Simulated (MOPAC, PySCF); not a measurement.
H13NSi5, SMILES `N[SiH2][Si]([SiH3])([SiH3])[SiH3]` (H–N–Si–Si torsion 168°, N–Si–Si–Si torsion -160°), neutral singlet in the gas phase. 

Cartesian coordinates (Å):
SMILES: N[SiH2][Si]([SiH3])([SiH3])[SiH3]
```xyz
19

N      2.7397    -0.1024    -0.7049
Si     1.3285    -1.0188    -1.1405
Si    -0.4288    -0.0604     0.0764
Si    -2.2621    -1.5017     0.2599
Si    -1.0902     1.9400    -0.9446
Si     0.4736     0.4335     2.1811
H      3.6610    -0.4446    -0.9575
H      2.7068     0.9094    -0.7720
H      0.9767    -1.0622    -2.6021
H      1.5563    -2.4323    -0.7080
H     -3.3597    -0.8457     1.0357
H     -2.7815    -1.8557    -1.0975
H     -1.8601    -2.7588     0.9633
H     -2.1031     2.6605    -0.1128
H     -1.6780     1.6706    -2.2935
H      0.0992     2.8341    -1.1186
H      1.4843     1.5285     2.0581
H      1.1330    -0.7802     2.7519
H     -0.5957     0.8861     3.1255
```
Charge 0, spin multiplicity 1.

All levels are single points at this geometry (PBE0-D3(BJ)/def2-SVP); Pople sets use spherical d functions. Orbital energies aren't observables, and empty levels follow the basis.

```
level                           HOMO (eV)  LUMO (eV)  gap (eV)  dipole (D)  vertical IE, Delta-SCF (eV)
------------------------------  ---------  ---------  --------  ----------  ---------------------------
PBE-D3(BJ)/def2-TZVP in PySCF       -6.06      -1.38      4.68        1.49                            –
PBE0-D3(BJ)/def2-TZVP in PySCF      -7.35      -0.59      6.76        1.46                         8.97
B3LYP/3-21G in PySCF                -6.58       0.00      6.58        1.73                            –
B3LYP/6-31G* in PySCF               -6.89      -0.34      6.56        1.60                         8.84
B3LYP/LANL2DZ in PySCF              -6.77      -0.09      6.68        1.44                            –
BP86/6-31G* in PySCF                -5.89      -1.05      4.85        1.66                            –
M06-2X/6-31G* in PySCF              -8.31       0.49      8.80        1.55                            –
SVWN5/6-31G* in PySCF               -5.84      -1.17      4.67        1.67                            –
HF/6-31G* in PySCF                 -10.01       2.88     12.90        1.56                         8.79
HF/STO-3G in PySCF                  -7.42       9.54     16.96        1.01                            –
AM1 in MOPAC                        -9.66      -1.06      8.60        1.36                            –
PM3 in MOPAC                        -8.62      -2.02      6.60        1.05                            –
PM6 in MOPAC                        -8.54      -1.20      7.34        1.89                            –
```
